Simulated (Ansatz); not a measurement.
Consider the formal exchange of groups at a C–F bond: `CC(F)F` + `F[SiH2]Cl` → `C[C@H](F)[Si@H](F)Cl` + H–F.

Program: Ansatz. Geometries: PBE0-D4/def2-TZVP. ΔE: electronic, gas phase. CCSD(T)/CBS is the MP2 limit (def2-TZVPP, def2-QZVPP) plus CCSD(T) − MP2 in def2-TZVPP, frozen cores. This one scheme is used for every species. Functionals use def2-TZVPP. One conformer a species, not always the lowest.

`CC(F)F`:

```xyz
8

C     0.657   -0.150   -0.403
C    -0.556    0.125    0.429
F    -1.547   -0.757    0.125
F    -1.038    1.370    0.166
H     0.398   -0.069   -1.460
H     1.027   -1.155   -0.199
H     1.440    0.572   -0.167
H    -0.381    0.063    1.508
```

`F[SiH2]Cl`:

Cartesian coordinates in Å:
```
F -0.266 1.569 0.056
Si -0.110 -0.009 -0.050
Cl 1.704 -0.542 0.705
H -0.161 -0.384 -1.476
H -1.167 -0.635 0.766
```

`C[C@H](F)[Si@H](F)Cl`:

Z-matrix (Å, degrees):
```
C
C 1 1.510
H 1 1.092 2 110.3
H 1 1.093 2 110.0 3 -119.5
H 1 1.093 2 111.4 3 120.3
F 2 1.400 1 109.5 3 -58.2
Si 2 1.886 1 113.4 3 -177.2
H 2 1.096 1 110.3 3 59.2
F 7 1.594 2 107.7 1 -57.6
Cl 7 2.034 2 110.4 1 -175.9
H 7 1.476 2 112.5 1 61.9
```

H–F:

```xyz
2

F     0.161   -0.203    0.380
H    -0.161    0.203   -0.380
```

| level | ΔE (kJ/mol) |
| --- | --- |
| ωB97X-V | -9.4 |
| B2PLYP | -9.3 |
| SCS-MP2/def2-QZVPP | -19.2 |
| CCSD/CBS(def2) | -20.9 |

**Question.** What does CCSD(T)/CBS give? (Estimate.)

**Answer.** The calculation gave: -23.7 kJ/mol. The listed levels differ from it by 14.3, 14.4, 4.5, 2.8 kJ/mol.

Largest T1 diagnostic among the species: 0.011.

The D4 term adds −12.2 kJ/mol with B3LYP and −6.9 kJ/mol with PBE0; it sums over pairs of atoms, weighted by their polarisabilities, and B3LYP, whose exchange is more repulsive, gets the larger term. In def2-TZVPP, CCSD(T) changes the Hartree–Fock value by −30.6 kJ/mol (the triples alone add −2.9 kJ/mol) and MP2 by −37.9 kJ/mol.

B3LYP here is the variant with VWN-RPA as its local correlation; programs differ in this.
